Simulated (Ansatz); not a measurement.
C$_{4}$H$_{4}$F$_{4}$, SMILES `F[C@H]1[C@H](F)[C@@H](F)[C@@H]1F` from Hartree–Fock to CCSD(T)

```xyz
12

F    -1.507   -1.678    0.246
C    -0.921   -0.517   -0.159
C     0.489   -0.601   -0.736
F     0.614   -0.630   -2.092
C     0.794    0.715   -0.027
F     2.033    0.865    0.517
C    -0.361    0.404    0.921
F    -1.139    1.444    1.329
H    -1.597    0.020   -0.831
H     1.051   -1.431   -0.298
H     0.567    1.574   -0.664
H    -0.021   -0.163    1.793
```

Charge 0, multiplicity 1. All single points use the PBE0-D4/def2-TZVP geometry. Frozen core, restricted reference, the Gaussian-basis code of Ansatz.

```json
{"basis": "def2-SVP", "HF (Eh)": "-551.07050", "MP2 corr.": "-1.25807"}
{"basis": "def2-TZVPP", "HF (Eh)": "-551.74612", "MP2 corr.": "-1.63301"}
{"basis": "def2-QZVPP", "HF (Eh)": "-551.76961", "MP2 corr.": "-1.77211"}
```

Question: Estimate the CCSD correlation energy and the (T) correction in each basis where they were run (hartree).

Answer: 
```json
{"basis": "def2-SVP", "CCSD corr.": "-1.30188", "(T)": "-0.03075"}
```
